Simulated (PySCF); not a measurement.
Structure problem from calculated spectra and properties.

Formula: C6H5OPS.

| Property | Result |
| --- | --- |
| 1H NMR | chemical shifts (computed TMS as zero) by class: 8.12 (1 H), 3.15 (1 H), 2.64 (3 H) ppm [GIAO PBE0/pcSseg-1] |
| Polarisability | 125.8 au [B3LYP/def2-SVPD] |
| UV, first state | lowest singlet excitation: 4.30 eV (288 nm, f = 0.132) [TDDFT B3LYP/def2-SVPD] |
| Triplet | lowest triplet excitation (Tamm–Dancoff): 2.84 eV [TDA B3LYP/def2-SVPD] |
| NMR, other nuclei | isotropic shieldings of nuclei other than C and H, by class: -4 (1 O), 195 (1 P), 443 (1 S) ppm [GIAO PBE0/pcSseg-1] |
| Rotational structure | rotational constants A, B, C: 3.876, 0.658, 0.564 GHz [GFN2-xTB] |
| UV, strongest line | among the 8 lowest singlet transitions: S8 at 5.51 eV (225 nm, f = 0.198) [TDDFT B3LYP/def2-SVPD] |
| Dipole | 2.75 D [B3LYP/def2-SVPD] |
| 13C NMR | chemical shifts (computed TMS as zero) by class: 204.2 (1 C), 157.8 (1 C), 131.8 (1 C), 94.6 (1 C), 80.0 (1 C), 19.0 (1 C) ppm [GIAO PBE0/pcSseg-1] |

Electronic properties: PySCF, gas phase, density fitting. Levels stand in brackets. One conformer (not necessarily the lowest) at the GFN2-xTB geometry, without solvent, vibrations or thermal averaging. Each NMR value is the plain mean over a class of atoms that symmetry, rotation or inversion makes alike.

Question: Propose a structure and show how it fits.

Answer: Numbering: `[CH:1]#[C:2][c:3]1[cH:4][o:5][c:6]([S:7][CH3:8])[p:9]1`. 6 carbons fall into 6 classes; from least to most shielded: substituted aromatic carbon [C6] (204.2 ppm), aromatic CH next to a ring oxygen [C4] (157.8 ppm), substituted aromatic carbon [C3] (131.8 ppm), terminal alkyne carbon [C1] (94.6 ppm), alkyne carbon [C2] (80.0 ppm), S-methyl carbon [C8] (19.0 ppm). Hydrogen classes from least to most shielded: 1 H on an aromatic CH next to a ring oxygen, C4 (8.12 ppm), 1 H on a terminal alkyne carbon, C1 (3.15 ppm), 3 H on an S-methyl carbon, C8 (2.64 ppm, a mean of values up to 0.7 ppm apart in this geometry). The other shieldings belong to: -4 ppm, furan-type oxygen [O5]; 195 ppm, phosphorus bonded to 2 C [P9]; 443 ppm, sulfide sulfur [S7]. The optimised geometry has point group Cs and is an asymmetric top. Structure: `o1cc(pc1SC)C#C`. Computed isomers that give other values at the same levels: `C#Cc1pc(OC)cs1` (13C chemical shifts (computed TMS as zero) by class: 192.2 (1 C), 163.5 (1 C), 123.4 (1 C), 102.8 (1 C), 83.5 (1 C), 63.6 (1 C) ppm); `C#Cc1pcc(OC)s1` (13C chemical shifts (computed TMS as zero) by class: 182.8 (1 C), 158.3 (1 C), 117.5 (1 C), 101.7 (1 C), 83.2 (1 C), 58.7 (1 C) ppm); `C#Cc1pcsc1OC` (13C chemical shifts (computed TMS as zero) by class: 187.7 (1 C), 150.6 (1 C), 121.3 (1 C), 93.5 (1 C), 80.7 (1 C), 61.6 (1 C) ppm). The assignments are read from this structure; whether some other isomer fits the data as well wasn't checked.

Conformer computed: `[CH:1]#[C:2][c:3]1[cH:4][o:5][c:6]([S:7][CH3:8])[p:9]1`: O5–C6–S7–C8 0°.
